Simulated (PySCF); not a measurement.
**Shifts of the heteroatoms**

Atom-mapped SMILES (the numbers label the heavy atoms): `[CH3:1][C@@H:2]1[CH2:3][P@@:4]1(=[O:5])[c:6]1[cH:7][cH:8][o:9][cH:10]1`. Each H is labelled by its parent atom. Ha(C3) is cis to C1 on the ring; Hb(C3) is trans to C1 on the ring.

Equivalent nuclei averaged, no solvent model, non-relativistic Hamiltonian, one conformer. Coordinates at the PBE0-D3(BJ)/def2-SVP level; shieldings: GIAO PBE0/pcSseg-1; PySCF.

(1) What are the 31P shifts?

(2) What are the 17O shifts?

## Answers

(1) 
```
atoms                                        environment  σ (ppm)  δ (ppm)
   P4  phosphorus bonded to 3 C, O, in a 3-membered ring    391.2    -58.2
```

Shieldings were converted by a linear fit to measured shifts: 31P (scatter 18.7 ppm rms vs H3PO4, solution or neat liquid). A few per cent of atoms miss by over 2 rms, more outside the fitted compound classes.

On a 300 MHz spectrometer 31P resonates near 121.4 MHz, so 1 ppm is 121.4 Hz.

(2) 
```
atoms           environment  σ (ppm)  δ (ppm)
   O9  aromatic ring oxygen     13.7    251.8
   O5            P=O oxygen    325.0    -25.8
```

Shieldings were converted by a linear fit to measured shifts: 17O (scatter 13.4 ppm rms, 14.2 ppm with the 1 outlier that the fit left out vs liquid water, solution or neat liquid). A few per cent of atoms miss by over 2 rms, more outside the fitted compound classes.

On a 300 MHz spectrometer 17O resonates near 40.7 MHz, so 1 ppm is 40.7 Hz.
